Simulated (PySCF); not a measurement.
Task: What does the PBE0-D3(BJ)/def2-SVP structure of `C[Si@@H](F)N=C=O` (methylfluoroisocyanate silane) look like in three dimensions?

Result: 
```
atom  x, y, z in Å
C1    -1.4859    0.4595    0.0480
Si2   -0.1133   -0.7274   -0.3131
F3    -0.0388   -0.9852   -1.9134
N4     1.3865   -0.0517    0.1700
C5     2.4641    0.3716    0.4768
O6     3.5083    0.7887    0.7853
H7    -1.3056    1.4165   -0.4652
H8    -2.4507    0.0569   -0.2961
H9    -1.5565    0.6551    1.1290
H10   -0.2656   -2.0513    0.3382
```

Orientation and origin are arbitrary. Atoms count from 1 in this order. Si2 (fluorine-bound silicon) is distorted tetrahedral (angles from 107.2° to 114.3°).

Bonds between heavy atoms (Å): C1–Si2 1.850, Si2–F3 1.623, Si2–N4 1.714, N4=C5 1.198, C5=O6 1.166.

The calculation used PySCF 2.14.0, PBE0-D3(BJ)/def2-SVP geometry optimisation, gas phase.

Point group: C1 (no symmetry element, even within 0.4 Å). No PBE0-D3(BJ)/def2-SVP frequencies stand behind this structure, so it isn't proved a minimum.
